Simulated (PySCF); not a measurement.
NMR data simulated for an unnamed compound:

1H NMR (500 MHz, computed): δ 8.91 (d, 2H), 7.25 (d, 2H), 6.05 (m, 1H), 5.51 (m, 1H), 5.20 (m, 1H), 3.38 (d, 2H).

13C{1H} NMR (computed): δ 156.3 (CH), 155.1 (C), 148.4 (CH), 128.6 (CH), 120.5 (CH2), 47.6 (CH2).

Computational details: σ from GIAO-PBE0/pcSseg-1, geometry from GFN2-xTB, in PySCF (no solvent model, fast rotation and ring inversion assumed for equivalent nuclei, non-relativistic Hamiltonian, a single conformation).

References, each an isolated molecule treated in the same way: 1H, 13C against TMS.

Question: Which of these does the molecule contain: a Si–H bond, a heteroaromatic ring, a vinyl group CH=CH2, an amide, a non-aromatic C=C double bond, a Si–CH3 group?

Answer: 
- A Si–H bond: no.
- A heteroaromatic ring: yes.
- A vinyl group CH=CH2: yes (δC 120.5, 148.4; δH 5.51 (m), 5.20 (m), 6.05 (m)).
- An amide: no.
- A non-aromatic C=C double bond: yes.
- A Si–CH3 group: no.

The data belong to `C=CCc1ccncc1`, C8H9N; they needn't prove each group on their own.

Carbon signals by region: 5 in the sp2 and nitrile region (100–160 ppm), 1 below 50 ppm.

Shifts are as computed. Against solution values, carbons near 30 ppm lie about +3 ppm off and those near 130 ppm about +5 ppm. Of 1211 compounds with measured shifts, 218 miss one by over three times the rms of a fit or turn the order of signals round; such compounds aren't used in these exercises. No couplings were computed; multiplicities are counted from neighbouring protons, with m where these are inequivalent, close in shift, in a saturated or five-membered ring or joined by F or P, and br s for small geminal =CH2 splittings.
